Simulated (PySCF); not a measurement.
Species: C4H10OPSi (doublet state).
Cartesian coordinates in Å at the GFN2-xTB level; atoms count from 1:
```
atom  x, y, z in Å
C1    -1.522   -1.201    1.434
C2    -0.580   -0.191    0.907
O3     0.752   -0.238    1.339
Si4    1.416    0.242   -0.117
P5     2.585   -1.435   -1.035
C6    -0.470    0.298   -0.504
C7    -1.097    1.661   -0.766
H8    -1.356   -1.339    2.500
H9    -1.390   -2.176    0.944
H10   -2.547   -0.876    1.265
H11    2.065    1.543    0.057
H12    3.072   -0.656   -2.070
H13    3.699   -1.198   -0.249
H14   -0.865   -0.423   -1.229
H15   -0.738    2.389   -0.042
H16   -0.848    2.012   -1.765
H17   -2.181    1.600   -0.680
```

The hyperfine couplings belong to this conformer and change with its torsions.

The species is `C[C]1O[Si@@H](P)[C@@H]1C` [radical].

Computed with UKS B3LYP, pcH-1 on C H O P Si, non-relativistic, mean-field spin-orbit, GIAO in PySCF 2.14.0. Geometry: GFN2-xTB, one conformer, isolated molecule. The geometry wasn't refined by DFT: couplings that depend on bond lengths, twists or pyramidal angles can differ widely from those at the functional's own minimum. No stability test was run, so a lower SCF solution isn't excluded.

Question: Match the computed a_iso(13C) values +203.5, +55.5, -12.0, -0.8 MHz with the sites C1; C2; C6; C7.

Answer: 
```tsv
site	a_iso (MHz)	ρ(0) (bohr⁻³)	position	distance from C2 (Å)	spin population	largest |T| (MHz)
C1	-0.8	-0.0007	1 bond from C2	1.48	-0.06	4.8
C2	+203.5	+0.1810	largest spin population	0.00	+0.85	151.4
C6	-12.0	-0.0107	1 bond from C2	1.50	-0.05	3.9
C7	+55.5	+0.0493	2 bonds from C2	2.55	+0.02	5.4
```

ρ(0) is the spin density at the nucleus and T the dipolar tensor; a_iso includes a spin–orbit part; entries for several nuclei are means. The largest Mulliken spin populations are on C2 (+0.85), O3 (+0.10), H9 (+0.07) and C1 (-0.06). C2 is the only atom above +0.15. The angles at C2 add up to 348.9°, so it is slightly pyramidal.

β density exceeds α density at some nuclei, such as C6 (-0.0107), spin density in bohr⁻³. In a single determinant that takes different orbitals for the two spins, that is spin polarisation.

Nuclei that the bonding pattern makes equivalent are averaged, as if the motion that swaps them (rotation, inversion, ring flip) were fast. The three 1H nuclei of mean +56.9 MHz run from 21.8 to 123.9 MHz in the frozen geometry. The three 1H nuclei of mean -0.5 MHz run from -2.7 to 3.3 MHz in the frozen geometry.
